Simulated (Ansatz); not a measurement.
`F[C@@H]1[O][Ge@H]1[SiH3]` + `NC[SeH]` → `NC[Se][SiH3]` + `F[CH]1[O][GeH2]1`  (cleavage of the Si–Ge bond)

Calculated with Ansatz (gas phase, PBE0-D4/def2-TZVP geometries, no zero-point term in ΔE). CCSD(T)/CBS adds triple-zeta CCSD(T) − MP2 to the extrapolated MP2 energy (def2 sets, frozen cores). DFT in def2-TZVPP. For Ge, Se outer-core shells are correlated without core-valence functions, which leaves a few kJ/mol of doubt a bond. Scalar relativity is left out up to krypton. Each species was taken in one conformer, which may not be the lowest.

(1) Is it downhill or uphill in electronic energy at CCSD(T)/CBS, and by how much? (Best estimate.)

(2) What do these levels give: r2SCAN-D4, PBE, CCSD/def2-TZVPP, CCSD(T)/def2-TZVPP, HF/def2-QZVPP, MP2/def2-QZVPP? (Estimate.)

Largest T1 diagnostic among the species: 0.016.

Results:

(1) Ansatz gave: Downhill: ΔE = -0.44 eV.

(2) The calculation gave: r2SCAN-D4 -0.41, PBE -0.32, CCSD/def2-TZVPP -0.42, CCSD(T)/def2-TZVPP -0.42, HF/def2-QZVPP -0.47, MP2/def2-QZVPP -0.50 eV.

The D4 term adds −0.06 eV with B3LYP and −0.03 eV with PBE0; it sums over pairs of atoms, weighted by their polarisabilities, and B3LYP, whose exchange is more repulsive, gets the larger term. From PBE to PBE0 (25 % exact exchange), in def2-TZVPP and without D4, ΔE moves by −0.05 eV.

B3LYP here is the variant with VWN-RPA as its local correlation; programs differ in this.
